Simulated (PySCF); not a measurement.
# Predicted spectroscopic data

[PySCF 2.14: J couplings at B3LYP/pcJ-1 (spin–dipole term left out of most H,H and C,H couplings); coordinates at the PBE0-D3(BJ)/def2-SVP level; shielding tensors at PBE0/pcSseg-1 (GIAO); one computed conformer; in vacuum; non-relativistic; averaged over atoms made equivalent by symmetry, fast rotation or ring inversion]

References, each an isolated molecule treated in the same way: ¹H, ¹³C vs TMS. Multiplet labels drop J under 1 Hz and among equivalent protons, and merge close values. Unscaled 3J(H,H) run several per cent high. Where no couplings were computed, multiplicities follow the n + 1 count of equivalent neighbours, and m marks all less simple cases (inequivalent or close neighbours, rings, F or P nearby). Vicinal couplings that depend on rotamer populations or ring flexing (ring, CH–CH, X–H and H–F types) are those of the one conformer. Couplings to H on boron are left out. Carbons bonded to boron are broad in practice. Shifts are as computed. Against solution values, carbons near 30 ppm lie about +2 ppm off and those near 130 ppm about +5 ppm. Of 1309 compounds with measured shifts, 239 miss one by over three times the rms of a fit or turn the order of signals round; such compounds aren't used in these exercises. OH and NH positions are gas-phase values without hydrogen bonding to other molecules.

Compound 1 (C3H6N2O3SSi). ¹H NMR (500 MHz, computed): δ 7.81 (m, 1H), 7.46 (m, 1H), 5.06 (s, 3H), 4.52 (br s, 1H). ¹³C{¹H} NMR (computed): δ 150.0 (CH), 142.4 (CH), 135.9 (C). Structure: `InChI=1S/C3H6N2O3SSi/c6-9(7,8)3-1-4-2-5(3)10/h1-2H,10H3,(H,6,7,8)`.

Compound 2 (C3H11B2N). ¹H NMR (500 MHz, computed): δ 7.27 (br, 2H), 3.85 (br s, 1H), 2.93 (s, 3H), 2.70 (t, J = 9.1 Hz, 2H), 0.40 (s, 3H). ¹³C{¹H} NMR (computed): δ 42.2 (CH2), 32.8 (CH3), 10.7 (CH3). Structure: `BCB(C)NC`.
